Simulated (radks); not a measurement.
Species: Pm3+. Configuration: [Xe] 4f4. Calculated with a radial shooting solver on a logarithmic mesh with Libxc functionals: scalar-relativistic Kohn-Sham, PBE, spin-unpolarised, spherical densities, point nucleus.

Local quantities along the radius. ELF = 1/(1 + alpha^2) is the electron localisation function; alpha = (tau - tau_W)/tau_unif compares the Pauli kinetic energy density with that of the uniform gas. tau is taken from the large components.

```
   r/bohr * ELF (the largest magnitude, 0.999, reaches the edge; | marks zero)
 0.002345 |                                                      *
 0.003153 |                                                      *
 0.004239 |                                                      *
 0.005745 |                                                      *
 0.007723 |                                                      *
  0.01038 |                                                     *
  0.01407 |                                                   *
  0.01892 |                                            *
  0.02544 |                          *
  0.03448 |                 *
  0.04635 |                          *
  0.06232 |                                       *
  0.08446 |                                     *
   0.1136 |                     *
   0.1527 |                      *
   0.2069 |                                       *
   0.2782 |                                  *
    0.374 |           *
   0.5069 |                                 *
   0.6815 |                                      *
   0.9162 |                  *
    1.242 |                      *
    1.669 |                                      *
    2.245 |                              *
    3.042 |     *
     4.09 *
    5.499 *
```

On this mesh the ELF has minima near r = 0.034, 0.13, 0.37, 1.1 bohr, which separate the shells, and maxima near 0.073 (0.75), 0.24 (0.75), 0.59 (0.74), 1.7 (0.71).
